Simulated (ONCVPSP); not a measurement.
## Co (Z = 27): excitation energies, all-electron against ONCV

- Element: Co
- Generator: ONCVPSP 4.0.1
- Type: optimised norm-conserving Vanderbilt (ONCV)
- Functional: PBE
- Relativity: fully relativistic
- Frozen core: [Ar]
- Valence charge: 9
- Reference configuration: 3d7 4s1.5 4p0.5
- Partial waves: 4s: rc 2.55 bohr, ncon 3, nbas 6, qcut 3 1/bohr, 2 projectors, debl 0.7 Ha; 4p: rc 2.80 bohr, ncon 4, nbas 7, qcut 2.7 1/bohr, 1 projector; 3d: rc 1.00 bohr, ncon 4, nbas 9, qcut 18.1 1/bohr, 2 projectors, debl 3.1 Ha; f scattering state at 0.05 Ha: rc 2.55 bohr, ncon 4, nbas 8, qcut 4.5 1/bohr, 2 projectors, debl 3.7 Ha
- Local potential: polynomial inside 0.65 bohr (lpopt 5, dvloc0 0 Ha)
- Core correction: none

Open shells are filled in proportion to 2j + 1.

Energies are relative to the spin-unpolarised reference configuration 3d7 4s1.5 4p0.5; without spin polarisation the order of configurations can differ from experiment.

```
valence configuration  charge  ΔE all-electron (eV)  error AE − PS (meV)
          3d7 4s2 4p0       0                -2.135                 -0.3
      3d7.5 4s1.5 4p0       0                -3.096                  -17
```

(1) What are ΔE and the potential's error for 3d7 4s0 4p0?

(2) What are ΔE and the potential's error for 3d7 4s1 4p0?

Note: ghosts flagged at negative energy: s at -310.2 eV, p3/2 at -104.3 eV, p1/2 at -102.1 eV; GHOST(+) flagged for s at 82.8 eV. A true bound ghost makes a file unfit for plane-wave use.

## Answers

(1) ΔE = 23.681 eV all-electron; the error (AE − PS) is +41 meV.

(2) ΔE = 6.895 eV all-electron; the error (AE − PS) is +2.1 meV.
